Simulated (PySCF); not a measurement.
Spectra and structures to be paired. Level of theory: PySCF 2.14.0, density-fitted response routines, TDDFT PBE0/def2-SVPD, vertical, gas phase, core orbitals frozen in the response. Geometries: GFN2-xTB; one conformer of each isolated species. Triplets are in the Tamm–Dancoff approximation.

A. `C(#C)C[C@H]1[SiH2][SiH2]C1`
B. `N[SiH2]n1cccc1`
C. `[SiH3]Cc1ccccn1`
D. `O[SiH2]O[SiH3]`
E. `FC(F)OC1=COC=CO1`

Lowest singlet levels (six at most, fewer where fewer were computed) with oscillator strengths:

1. 4.28 eV (f 0.002); 5.12 eV (f 0.010); 6.17 eV (f 0.002); 6.27 eV (f 0.001); 6.42 eV (f 0.011); 6.58 eV (f 0.005); T1 3.20 eV
2. 5.41 eV (f 0.003); 5.80 eV (f 0.002); 6.22 eV (f 0.036); 6.27 eV (f 0.081); 6.43 eV (f 0.028); 6.60 eV (f 0.033); T1 4.22 eV
3. 7.13 eV (f 0.003); 7.47 eV (f 0.001); 7.55 eV (f 0.001); 7.82 eV (f 0.000); 8.21 eV (f 0.003); 8.34 eV (f 0.072); T1 6.82 eV
4. 4.89 eV (f 0.005); 5.19 eV (f 0.002); 5.35 eV (f 0.074); 6.03 eV (f 0.195); 6.66 eV (f 0.007); 6.91 eV (f 0.035); T1 4.16 eV
5. 6.18 eV (f 0.004); 6.29 eV (f 0.000); 6.40 eV (f 0.023); 6.50 eV (f 0.027); 6.56 eV (f 0.088); 6.62 eV (f 0.029); T1 5.42 eV

**Question.** Which spectrum belongs to which structure?

**Answer.** 1 = E, 2 = B, 3 = D, 4 = C, 5 = A.
- A: S1 at 6.18 eV, HOMO→LUMO+1 (67%), HOMO→LUMO (25%); Löwdin shares by element: HOMO carbon 32% or more, silicon 27% (atoms not listed hold the other 41%); LUMO silicon 46%, hydrogen 19% or more (atoms not listed hold the other 35%); HOMO -7.51 and LUMO -0.07 eV.
- B: S1 at 5.41 eV, HOMO→LUMO (97%); Löwdin shares by element: HOMO carbon 84% (atoms not listed hold the other 16%); LUMO silicon 33%, hydrogen 22% or more, nitrogen 13% or more (atoms not listed hold the other 33%); HOMO -6.13 and LUMO 0.16 eV.
- C: S1 at 4.89 eV, HOMO-1→LUMO (89%), HOMO→LUMO (10%); Löwdin shares by element: HOMO carbon 62% or more (atoms not listed hold the other 38%); LUMO carbon 48% or more, nitrogen 21% (atoms not listed hold the other 30%); HOMO -7.15 and LUMO -0.77 eV.
- D: S1 at 7.13 eV, HOMO→LUMO (91%); Löwdin shares by element: HOMO oxygen 37%, silicon 21% or more, hydrogen 15% or more (atoms not listed hold the other 27%); LUMO silicon 49%, oxygen 10% or more, hydrogen 10% or more (atoms not listed hold the other 32%); HOMO -8.45 and LUMO -0.05 eV.
- E: S1 at 4.28 eV, HOMO→LUMO (99%); Löwdin shares by element: HOMO oxygen 42% or more, carbon 29% or more (atoms not listed hold the other 29%); LUMO carbon 72% or more (atoms not listed hold the other 28%); HOMO -6.12 and LUMO -0.49 eV.
